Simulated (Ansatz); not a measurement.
`O[SiH2][SiH2][SiH2]F` at its PBE0-D4/def2-TZVP geometry, where that method's forces vanish. The species carries charge 0 and has multiplicity 1.

```xyz
12

O    -1.0993    0.8671   -1.5973
Si    0.2189    1.5076   -0.8266
Si    0.4020    0.2656    1.1476
Si   -0.1523   -1.9385    0.5862
F     0.1539   -2.9322    1.8128
H    -1.3615    1.2505   -2.4355
H     0.0448    2.9678   -0.5781
H     1.4526    1.3484   -1.6503
H    -0.5207    0.7829    2.1952
H     1.7992    0.3404    1.6584
H    -1.5950   -2.0599    0.2596
H     0.6574   -2.3996   -0.5719
```

**Question.** What forces (eV/Å) does PBE-D4/def2-TZVPP give on these atoms in Ansatz? (An estimate is asked.)

**Answer.** Ansatz gave: 
```
O1  -0.286 -0.389  0.171
Si2  0.262  0.104  0.184
Si3 -0.030 -0.021 -0.074
Si4 -0.049  0.336 -0.284
F5   0.115 -0.380  0.467
H6  -0.131  0.178 -0.397
H7  -0.003  0.169  0.040
H8   0.154 -0.013 -0.074
H9  -0.091  0.053  0.113
H10  0.141  0.010  0.051
H11 -0.169 -0.004 -0.051
H12  0.088 -0.043 -0.144
```
